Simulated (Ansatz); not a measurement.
## Match the barriers

Saddle point of C₂H₇Ga, singlet (C₂H₇Ga ([CH3][GaH][CH3]) → CH₃Ga ([CH2][GaH]) + CH₄; bonds formed: C2–H4; bonds broken: Ga1–C2, C3–H4), PBE0-D4/def2-TZVP structure:

Ga1  (-1.245, 0.195, -0.059)
C2  (0.865, 0.919, 0.284)
C3  (-0.536, -1.515, -0.244)
H4  (0.452, -0.291, -0.304)
H5  (-2.066, 1.381, -0.636)
H6  (1.867, 0.533, 0.067)
H7  (0.767, 1.847, -0.282)
H8  (0.840, 1.129, 1.355)
H9  (0.058, -1.862, 0.603)
H10  (-1.003, -2.336, -0.785)
(Å)

Computed with Ansatz 0.2.0 (basis: def2-TZVPP, with def2-QZVPP for the basis limit); correlated methods freeze the cores. Filled d shells of the heavier atoms are correlated. The def2 sets are not built for correlating such inner shells, so the correlated values are less sure here. B3LYP uses VWN-RPA correlation. Extrapolation: Hartree–Fock as exp(−7.88 √X), correlation as X^−2.97. Four methods, as single points on the PBE0-D4 structures, gave these electronic barriers from the start structure: 284.1, 335.2, 342.4, 423.6 kJ/mol.

(1) The methods were, in alphabetical order, B3LYP-D4, CCSD(T), HF, SPW92. Which gave which? (Judge from chemistry; the calculation decides.)

The T1 diagnostic stays at or below 0.016. The restricted Hartree–Fock reference is unstable towards an unrestricted one at one or more of these structures. The start structure is not quite a true minimum (one mode of 26i cm⁻¹).

## Answers

(1) Computed: SPW92 284.1; B3LYP-D4 335.2; CCSD(T) 342.4; HF 423.6 kJ/mol. For comparison, CCSD(T) at an estimated basis limit (MP2 extrapolated from triple and quadruple zeta, plus CCSD(T) − MP2 in triple zeta) gives 338.5 kJ/mol.

Labels in which every atom is bracketed show which atoms are joined, not bond orders.

For scale, one of the runs: CCSD(T)/def2-TZVPP, 208 basis functions, launched by `ansatz run in.yaml --threads 4 --pin off --events-out ev --progress --plain --max-ram 9574MiB`. Hardware: 4 CPU threads of an Arm Neoverse V2, shared host. Wall time 66 s; peak host memory 2.8 GiB.
